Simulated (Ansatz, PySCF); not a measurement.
Reaction R1 → 2 P1, each structure at its B3LYP-D3(BJ)/def2-TZVP stationary point, reached from a drawn start (curvature not checked).
R1, O2 (SMILES O=O) (charge 0, multiplicity 3):
```xyz
2

O     -0.602     0.000     0.000
O      0.602     0.000     0.000
```
P1: O atom, charge 0, multiplicity 3.

| level | reaction energy (kcal/mol) | minus CCSD(T)/cc-pVQZ |
|---|---|---|
| HF/cc-pVDZ | 27.60 | -89.58 |
| HF/cc-pVQZ | 33.49 | -83.69 |
| SVWN5/def2-TZVPP | 174.97 | 57.79 |
| PBE/def2-TZVPP | 143.87 | 26.69 |
| BLYP/def2-TZVPP | 135.61 | 18.43 |
| B97M-V/def2-TZVPP | 122.42 | 5.24 |
| B3LYP/def2-TZVPP | 123.75 | 6.57 |
| PBE0/def2-TZVPP | 124.37 | 7.19 |
| BHLYP/def2-TZVPP | 99.90 | -17.28 |
| M06-2X/def2-TZVPP | 122.01 | 4.83 |
| B2PLYP/def2-TZVPP | 122.29 | 5.11 |
| SCS-MP2/cc-pVQZ | 117.92 | 0.74 |
| CCSD(T)/cc-pVDZ | 104.00 | -13.18 |
| CCSD(T)/cc-pVQZ | 117.18 | 0.00 |

 The comparison column counts from a level with limits of its own.

P less R. No zero-point or thermal terms; open shells are unrestricted; no spin–orbit coupling.

Cores are frozen in the correlated methods.

The values were computed with Ansatz (Gaussian orbitals); PySCF for M06-2X. No computed number here is a measurement.

Ansatz is a program for electronic structure.
